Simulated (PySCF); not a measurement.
Spectrum to structure. Method used: TDDFT PBE0/def2-SVPD, vertical, gas phase, core orbitals frozen in the response (PySCF). Geometries: GFN2-xTB, one conformer each.

```tsv
state	E (eV)	f
S1	5.86	0.0009
S2	7.12	0.035
S3	7.84	0.0040
S4	7.90	0.012
S5	8.12	0.0011
S6	8.17	0.070
S7	8.31	0.086
S8	8.46	0.0034
```

**Question.** Which structure fits?
A. `C[C@@H]1CS[SiH2]S1`
B. `COC(=O)[SiH3]`
C. `CC(=O)O[SiH3]`

**Answer.** C. Its S1, at 5.86 eV, is the highest among the candidates; the nearest of the others has S1 at 5.15 eV. S1 is HOMO→LUMO (98%). S1 has the pattern of n→π* at C=O. At the same level the other candidates give, for their lowest levels:
- `C[C@@H]1CS[SiH2]S1`: 5.15 eV (f 0.001); 5.18 eV (f 0.003); 5.55 eV (f 0.003); 5.63 eV (f 0.012); 6.43 eV (f 0.007); T1 4.80 eV; HOMO -7.01, LUMO -0.43 eV
- `COC(=O)[SiH3]`: 5.08 eV (f 0.003); 7.09 eV (f 0.004); 7.32 eV (f 0.035); 7.54 eV (f 0.174); 7.60 eV (f 0.009); T1 4.39 eV; HOMO -7.84, LUMO -0.69 eV

Conformer computed: `[CH3:1][C:2](=[O:3])[O:4][SiH3:5]`: C1–C2–O4–Si5 180°.
Triplets come from the Tamm–Dancoff approximation.
